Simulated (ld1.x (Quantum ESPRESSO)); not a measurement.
Configuration tests for Mg (TM)

Mg (Z = 12), norm-conserving Troullier–Martins (Kleinman–Bylander form), made with ld1.x (Quantum ESPRESSO) 7.5 (PBE, scalar-relativistic). Core [Ne], reference 3s1.75 3p0.25. Waves: 3s (bound): rc 1.95 bohr; 3p (bound): rc 3.80 bohr. Local part: all-electron potential smoothed inside 1.55 bohr (lloc = -1). Core correction: none.

Energies are relative to the spin-unpolarised reference configuration 3s1.75 3p0.25; without spin polarisation the order of configurations can differ from experiment.

| valence configuration | charge | ΔE all-electron (eV) | error AE − PS (meV) |
| --- | --- | --- | --- |
| 3s1 3p0 | +1 | 7.109 | +6.5 |
| 3s1 3p1 | 0 | 2.640 | +8.2 |
| 3s0 3p2 | 0 | 6.332 | +62 |
| 3s0 3p1 | +1 | 11.477 | +103 |

Question: What are ΔE and the potential's error for 3s1.5 3p0?

Answer: ΔE = 2.293 eV all-electron; the error (AE − PS) is -0.4 meV.

Question: What are ΔE and the potential's error for 3s2 3p0?

Answer: ΔE = -0.851 eV all-electron; the error (AE − PS) is +0.6 meV.

Levels in the configuration 3s2 3p0:

```csv
level,all-electron (eV),pseudo (eV)
3s,-4.705,-4.708
```
